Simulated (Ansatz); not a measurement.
Geometry optimisation, RKS PBE/def2-SVP (Ansatz).

input.yaml

```yaml
crystal:
  periodic: [false, false, false]
  atoms:
    - { symbol: "N", position_ang: [-2.309, -0.085, 0.4391] }
    - { symbol: B, position_ang: [-1.3204, 0.4823, -0.5476] }
    - { symbol: O, position_ang: [-0.4728, 1.5769, -0.9567] }
    - { symbol: Ge, position_ang: [0.7364, 0.2506, -1.1806] }
    - { symbol: C, position_ang: [1.6941, -0.2759, 0.3748] }
    - { symbol: F, position_ang: [1.1275, -1.3728, 0.9707] }
    - { symbol: H, position_ang: [-1.8818, -0.8203, 0.9578] }
    - { symbol: H, position_ang: [-2.5007, 0.7417, 1.1083] }
    - { symbol: H, position_ang: [0.5741, -0.6279, -2.4039] }
    - { symbol: H, position_ang: [2.7377, -0.4935, 0.1149] }
    - { symbol: H, position_ang: [1.6802, 0.5669, 1.1437] }
basis:
  gaussian: { orbitals: def2-SVP }
hamiltonian:
  xc: pbe
relax:
  f_tol: 0.02
  max_steps: 50
output:
  orbitals: {}
```

Command:

```bash
$ ansatz run input.yaml --threads 2 --pin off --max-ram 3072MiB --backend cpu --events-out ev --progress --plain --runs-dir out
```

Task: Where does it end, and by what steps?

Result: It converged. After 16 steps the energy has fallen by 2.482 eV; H7 moved furthest, 1.18 Å.

```csv
step,energy less start (eV),largest force component (eV/Å),accepted
0,0.0000,4.907,yes
1,-0.9990,1.783,yes
2,-1.5460,1.306,yes
3,-1.8975,1.507,yes
4,-2.1545,1.377,yes
5,-2.3057,0.959,yes
6,-2.3866,0.366,yes
7,-2.4385,0.439,yes
8,-2.4590,0.405,yes
9,-2.4695,0.154,yes
10,-2.4696,0.309,yes
11,-2.4777,0.046,yes
12,-2.4795,0.112,yes
13,-2.4811,0.101,yes
14,-2.4820,0.056,yes
15,-2.4822,0.024,yes
16,-2.4822,0.008,yes
```

```xyz
11
Properties=species:S:1:pos:R:3
N -2.572 0.073 0.424
B -1.292 0.358 -0.060
O -0.463 1.377 -0.240
Ge 0.434 -0.324 -0.881
C 2.083 -0.357 0.242
F 1.785 -0.808 1.519
H -2.951 -0.871 0.458
H -3.174 0.797 0.820
H 0.871 0.035 -2.339
H 2.854 -1.014 -0.222
H 2.491 0.677 0.299
```

Whether the end is a true minimum wasn't checked by a vibrational analysis.

Time of the run: 20 s on 2 threads of AMD EPYC 9R45 96-Core Processor (Zen 5), with other jobs on the host, peak memory 0.24 GiB.
